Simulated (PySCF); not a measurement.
BHN, SMILES B=[N] (connectivity only; charge and spin as stated), charge -1, multiplicity 1. Atoms are numbered in the order given.

```xyz
3

B      0.0000     0.0000     0.5882
N      0.0000     0.0000    -0.6734
H      0.0000     0.0000     1.7725
```
Charge -1, spin multiplicity 1.

Geometry: B3LYP-D3(BJ)/def2-TZVPD. The spin state was assumed, not searched. The isomer is the one that the SMILES or the coordinates give; other isomers of the formula were not compared.

Two levels are set side by side: PBE/pcSseg-2 (PySCF) and B3LYP/pcSseg-2 (PySCF). GIAO shifts against BF3 (¹¹B), NH3 (¹⁵N), TMS (¹H) at the same level; non-relativistic, no solvent, atoms listed together averaged. Differences are taken from unrounded values.

```tsv
quantity	B3LYP	PBE	PBE minus B3LYP
δ(¹¹B) of B1 (ppm)	-10.1	-14.2	-4.1
δ(¹⁵N) of N2 (ppm)	312.9	314.4	1.5
δ(¹H) of H3 (ppm)	-0.03	0.15	0.17
```

Rough cost on one machine, each run with all the roots and properties that it gave: B3LYP against PBE about 2 times.
